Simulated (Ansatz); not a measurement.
Consider the ligand exchange at the Si–C bond: `[SiH3]C[SiH2]I` + H–F → `F[SiH2]I` + `C[SiH3]`.

Gas-phase electronic energies from Ansatz, PBE0-D4/def2-TZVP geometries. CCSD(T)/CBS adds triple-zeta CCSD(T) − MP2 to the extrapolated MP2 energy (def2 sets, frozen cores). This one scheme is used for every species. DFT in def2-TZVPP. B3LYP here is the variant with VWN-RPA as its local correlation; programs differ in this. Elements past krypton have def2 core potentials. For I outer-core shells are correlated without core-valence functions, which leaves a few kJ/mol of doubt a bond. One conformer a species, not always the lowest.

```json
{"level": "PBE0-D4", "ΔE (kJ/mol)": "-112.5", "difference from CCSD(T)/CBS": "4.1"}
{"level": "B3LYP-D4", "ΔE (kJ/mol)": "-126.3", "difference from CCSD(T)/CBS": "-9.7"}
{"level": "PBE", "ΔE (kJ/mol)": "-120.7", "difference from CCSD(T)/CBS": "-4.1"}
{"level": "PBE0", "ΔE (kJ/mol)": "-119.5", "difference from CCSD(T)/CBS": "-2.9"}
{"level": "HF/def2-TZVPP", "ΔE (kJ/mol)": "-147.4", "difference from CCSD(T)/CBS": "-30.8"}
{"level": "SCS-MP2/def2-TZVPP", "ΔE (kJ/mol)": "-123.4", "difference from CCSD(T)/CBS": "-6.8"}
{"level": "CCSD(T)/def2-TZVPP", "ΔE (kJ/mol)": "-117.9", "difference from CCSD(T)/CBS": "-1.3"}
{"level": "HF/def2-QZVPP", "ΔE (kJ/mol)": "-149.6", "difference from CCSD(T)/CBS": "-33.0"}
{"level": "HF/CBS(def2)", "ΔE (kJ/mol)": "-149.9", "difference from CCSD(T)/CBS": "-33.3"}
{"level": "MP2/CBS(def2)", "ΔE (kJ/mol)": "-113.9", "difference from CCSD(T)/CBS": "2.7"}
{"level": "CCSD(T)/CBS", "ΔE (kJ/mol)": "-116.6", "difference from CCSD(T)/CBS": "0"}
```

Largest T1 diagnostic among the species: 0.010.

The D4 term adds +12.2 kJ/mol with B3LYP and +7.0 kJ/mol with PBE0; it sums over pairs of atoms, weighted by their polarisabilities, and B3LYP, whose exchange is more repulsive, gets the larger term. In def2-TZVPP, CCSD(T) changes the Hartree–Fock value by +29.5 kJ/mol (the triples alone add +4.1 kJ/mol) and MP2 by +32.2 kJ/mol.
